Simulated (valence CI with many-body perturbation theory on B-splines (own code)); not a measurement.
E1 line list for Ga16+

Calculated by configuration interaction combined with many-body perturbation theory (CI+MBPT): five valence electrons over a frozen Dirac-Fock core [Ne], a basis of 11 s, 11 p, 10 d, 8 f, 5 g, 2 h functions for each j, with the one-electron correlation potential Σ1, the two-electron term Σ2, the three-electron term Σ3, Breit, model QED; selected CI, second order for the rest, scaled by the run's own slope (own B-spline code, finite nucleus).

No measured levels were compared; by estimate levels of excited configurations hold to 0.05 to 0.15 % of their energy, terms of the ground configuration to about 0.5 %. Among the levels kept, up to 3300 cm⁻¹ of a level comes from second order outside the variational space, and about a tenth of that is noise between levels of different J, which matters for small intervals.

Lines 201 to 250 of 577 in falling wavelength, among levels below 1473900 cm⁻¹, chosen from the strongest by gf and those to the six lowest levels. Wavelengths and rates use the calculated energies, so an error of 300 cm⁻¹ moves a line at 174.6 Å by 0.052 % and its rate by three times that or more. Electric multipoles are in the length gauge, E1 and E2 with the static RPA response of the core. Weak lines are less certain than strong ones. Lines between different terms over intervals too small for the method are left out, as are lines whose strength nearly cancels. Where a level lies close to another of its J and parity, the split of strength between their lines is uncertain. The highest levels of a list are the least certain.

Names give the largest LS component (configuration and term), which can be under half, so a name can repeat, a term be missing and a line seem to break the LS rules; names also repeat where a configuration has a term twice. Letters in brackets count levels of one name in rising energy.

```csv
λ vac (Å),Upper,Lower,A (s⁻¹),S (a.u.) with core polarisation,S without
174.6,3s2 3p2 3d 4P_3/2,3s2 3p3 2P°_3/2,6.37e+08,6.69e-03,6.89e-03
174.5,3s 3p3 3d 4D°_3/2 [c],3s 3p4 2S_1/2 [a],7.05e+09,7.39e-02,7.61e-02
174.4,3s 3p3 3d 2D°_5/2 [e],3s2 3p2 3d 2D_5/2 [a],1.22e+10,1.92e-01,1.98e-01
174.2,3s 3p3 3d 4D°_3/2 [d],3s2 3p2 3d 2F_5/2 [a],2.04e+10,2.13e-01,2.20e-01
173.8,3s 3p3 3d 4D°_5/2 [d],3s2 3p2 3d 4F_7/2,2.20e+10,3.42e-01,3.52e-01
173.6,3s2 3p2 3d 4P_1/2,3s2 3p3 2P°_3/2,7.45e+09,3.84e-02,3.96e-02
173.5,3s2 3p2 3d 2P_3/2 [b],3s2 3p3 2P°_1/2,1.88e+09,1.94e-02,2.00e-02
173.4,3s 3p3 3d 2D°_3/2 [e],3s2 3p2 3d 2F_5/2 [b],7.36e+09,7.58e-02,7.82e-02
173.2,3s 3p3 3d 4F°_5/2 [a],3s 3p4 4P_5/2,1.78e+08,2.75e-03,2.82e-03
173.2,3s 3p3 3d 2P°_1/2 [b],3s2 3p2 3d 4D_3/2,1.26e+10,6.46e-02,6.66e-02
172.7,3s 3p3 3d 2F°_5/2 [c],3s2 3p2 3d 4D_7/2,2.24e+10,3.42e-01,3.52e-01
172.6,3s 3p3 3d 4D°_7/2 [d],3s2 3p2 3d 4F_7/2,9.93e+09,2.02e-01,2.08e-01
172.4,3s2 3p 3d2 4D°_5/2 [a],3s2 3p2 3d 4P_5/2,3.38e+09,5.13e-02,5.28e-02
172.3,3s2 3p 3d2 4P°_5/2,3s2 3p2 3d 2D_5/2 [a],6.00e+09,9.08e-02,9.36e-02
171.9,3s 3p3 3d 2D°_3/2 [e],3s2 3p2 3d 2P_1/2 [b],7.36e+09,7.38e-02,7.60e-02
171.9,3s 3p3 3d 4D°_5/2 [c],3s2 3p2 3d 2P_3/2 [a],4.83e+09,7.26e-02,7.48e-02
171.8,3s2 3p2 3d 4D_7/2,3s2 3p3 2D°_5/2,8.91e+07,1.78e-03,1.83e-03
171.5,3s2 3p2 3d 4F_5/2,3s2 3p3 4S°_3/2,5.19e+08,7.76e-03,7.98e-03
171.3,3s 3p3 3d 4F°_7/2 [a],3s 3p4 4P_5/2,1.01e+08,2.00e-03,2.05e-03
170.9,3s 3p3 3d 2D°_5/2 [f],3s2 3p2 3d 2D_5/2 [b],7.17e+09,1.06e-01,1.09e-01
170.4,3s2 3p 3d2 4G°_7/2 [b],3s2 3p2 3d 4D_5/2,2.99e+09,5.83e-02,6.00e-02
170.1,3s2 3p2 3d 2P_1/2 [a],3s2 3p3 2P°_3/2,1.72e+10,8.36e-02,8.62e-02
170.0,3s 3p3 3d 4P°_5/2 [a],3s 3p4 2D_3/2,3.38e+09,4.92e-02,5.07e-02
170.0,3s2 3p2 3d 2D_3/2 [a],3s2 3p3 2P°_3/2,2.50e+08,2.42e-03,2.50e-03
169.6,3s2 3p 3d2 2D°_3/2 [b],3s2 3p2 3d 2D_5/2 [c],8.94e+09,8.61e-02,8.87e-02
169.6,3s 3p3 3d 2D°_5/2 [d],3s2 3p2 3d 4D_7/2,4.62e+09,6.67e-02,6.88e-02
169.1,3s2 3p 3d2 4D°_7/2 [a],3s2 3p2 3d 4P_5/2,1.44e+10,2.75e-01,2.83e-01
169.1,3s 3p3 3d 4D°_3/2 [d],3s2 3p2 3d 4F_5/2,6.47e+09,6.17e-02,6.36e-02
169.1,3s 3p3 3d 4D°_5/2 [d],3s2 3p2 3d 4F_5/2,1.32e+10,1.88e-01,1.94e-01
168.7,3s2 3p 3d2 2P°_3/2 [a],3s2 3p2 3d 2S_1/2,1.86e+10,1.76e-01,1.81e-01
168.0,3s 3p3 3d 4D°_7/2 [d],3s2 3p2 3d 4F_5/2,3.09e+09,5.79e-02,5.96e-02
167.9,3s 3p3 3d 2D°_3/2 [d],3s2 3p2 3d 4D_5/2,1.58e+10,1.47e-01,1.52e-01
167.6,3s2 3p 3d2 2P°_3/2 [a],3s2 3p2 3d 2P_3/2 [c],2.11e+10,1.97e-01,2.02e-01
167.4,3s2 3p 3d2 2D°_5/2 [a],3s2 3p2 3d 2D_3/2 [c],5.09e+09,7.07e-02,7.27e-02
166.9,3s2 3p 3d2 2G°_7/2 [b],3s2 3p2 3d 2D_5/2 [c],4.01e+09,7.37e-02,7.59e-02
166.6,3s2 3p2 3d 2F_5/2 [a],3s2 3p3 4S°_3/2,4.82e+08,6.60e-03,6.78e-03
166.6,3s2 3p2 3d 4P_1/2,3s2 3p3 2P°_1/2,3.10e+09,1.41e-02,1.46e-02
166.6,3s2 3p 3d2 2F°_7/2 [b],3s2 3p2 3d 2F_7/2 [b],2.36e+10,4.32e-01,4.44e-01
166.4,3s 3p3 3d 2D°_3/2 [c],3s2 3p2 3d 4F_5/2,8.53e+09,7.75e-02,7.99e-02
166.4,3s2 3p 3d2 2H°_9/2,3s2 3p2 3d 2G_9/2,2.73e+09,6.21e-02,6.41e-02
166.2,3s 3p3 3d 4D°_3/2 [d],3s2 3p2 3d 4F_3/2,9.47e+09,8.59e-02,8.85e-02
166.2,3s 3p3 3d 4D°_5/2 [d],3s2 3p2 3d 4F_3/2,3.55e+09,4.83e-02,4.97e-02
165.8,3s2 3p 3d2 4G°_5/2 [a],3s2 3p2 3d 4F_5/2,4.68e+09,6.32e-02,6.51e-02
165.6,3s 3p3 3d 4D°_1/2 [d],3s2 3p2 3d 4F_3/2,1.49e+10,6.68e-02,6.88e-02
164.9,3s2 3p 3d2 2F°_5/2 [a],3s2 3p2 3d 2G_7/2,1.52e+10,2.02e-01,2.08e-01
164.8,3s 3p3 3d 2D°_5/2 [f],3s2 3p2 3d 2D_5/2 [a],9.38e+09,1.24e-01,1.28e-01
163.7,3s2 3p2 3d 2D_5/2 [a],3s2 3p3 2P°_3/2,5.55e+09,7.21e-02,7.43e-02
163.7,3s2 3p2 3d 2G_7/2,3s2 3p3 2D°_5/2,1.48e+09,2.56e-02,2.63e-02
163.7,3s2 3p 3d2 4D°_7/2 [b],3s2 3p2 3d 2D_5/2 [a],3.96e+09,6.86e-02,7.06e-02
163.6,3s2 3p 3d2 2H°_9/2,3s2 3p2 3d 2G_7/2,2.95e+10,6.36e-01,6.54e-01
```
